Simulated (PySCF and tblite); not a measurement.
Results of a calculation; reference values are marked as such.
C₉H₈O, numbered as in [CH2:1]=[CH:2][C:3](=[O:4])[c:5]1[cH:6][cH:7][cH:8][cH:9][cH:10]1.

Conformers came from 90 starts (ETKDG and KDG, MMFF94s, GFN2-xTB); geometries are GFN2-xTB. Energies: PBE0-D3(BJ)/def2-SVP (IEF-PCM, chloroform), with GFN2-xTB thermal terms (modes under about 100 cm⁻¹ blended into free rotors). Symmetry numbers and mirror images are counted. Conformers within 3 kcal/mol (GFN2-xTB free energy) were kept, 8 at most. Couplings: B3LYP/6-31G* with pcJ-1 on H (gas phase; spin-dipole term only for pairs with B, N, F, Si or P). Couplings are for ¹H. H–H couplings come out 0.1 to 0.9 Hz lower than with pcJ-1 on all atoms. Of two unlike H on one atom, a is the less shielded (mPW1PW91/pcSseg-1 (IEF-PCM, chloroform)). Codes: tblite and PySCF.

Torsions listed: C1–C2–C3–O4, O4–C3–C5–C6. Of a mirror pair one member is shown.

| conformer | shape | weight % |
| --- | --- | --- |
| 1 | 13°, -149° | 87.6 |
| 2 | 147°, -33° | 12.4 |

Give the couplings in each conformer and the averages at 298.15 K (pairs that fast motion interchanges averaged).


```
   coupling  pairs     1     2  average (Hz)
²J(H1b,H1a)      1   0.6  -0.1           0.5
 ³J(H1b,H2)      1  11.3  12.6          11.5
 ³J(H1a,H2)      1  16.9  18.0          17.0
  ³J(H6,H7)      2   8.9   8.8           8.9
  ³J(H7,H8)      2   8.4   8.4           8.4
```
